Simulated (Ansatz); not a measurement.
Consider the redistribution: `O[SiH](Br)O[SiH3]` + `[AlH2][B]([SiH3])[SiH3]` → `[SiH3]B([SiH3])[SiH3]` + `O[SiH](Br)[O][AlH2]`.

Program: Ansatz. Geometries: PBE0-D4/def2-TZVP. ΔE: electronic, gas phase. CCSD(T)/CBS adds triple-zeta CCSD(T) − MP2 to the extrapolated MP2 energy (def2 sets, frozen cores). DFT in def2-TZVPP. B3LYP here is the variant with VWN-RPA as its local correlation; programs differ in this. For Br outer-core shells are correlated without core-valence functions, which leaves a few kJ/mol of doubt a bond. Scalar relativity is left out up to krypton. One conformer a species, not always the lowest.

(1) Is it downhill or uphill in electronic energy at CCSD(T)/CBS, and by how much? (Best estimate.)

(2) What do these levels give: ωB97M-V, B2PLYP, PBE0, B3LYP, HF/def2-TZVPP, MP2/def2-TZVPP, SCS-MP2/def2-TZVPP, CCSD(T)/def2-TZVPP, MP2/def2-QZVPP, SCS-MP2/def2-QZVPP, HF/CBS(def2), MP2/CBS(def2)? (An estimate is asked.)

Largest T1 diagnostic among the species: 0.015.

Results:

(1) The calculation gave: Downhill: ΔE = -61.2 kJ/mol.

(2) The calculation gave: ωB97M-V -61.9, B2PLYP -64.2, PBE0 -61.9, B3LYP -64.0, HF/def2-TZVPP -56.4, MP2/def2-TZVPP -63.8, SCS-MP2/def2-TZVPP -61.9, CCSD(T)/def2-TZVPP -62.3, MP2/def2-QZVPP -63.1, SCS-MP2/def2-QZVPP -61.3, HF/CBS(def2) -55.9, MP2/CBS(def2) -62.7 kJ/mol.

In def2-TZVPP, CCSD(T) changes the Hartree–Fock value by −5.9 kJ/mol (the triples alone add −0.6 kJ/mol) and MP2 by −7.5 kJ/mol.
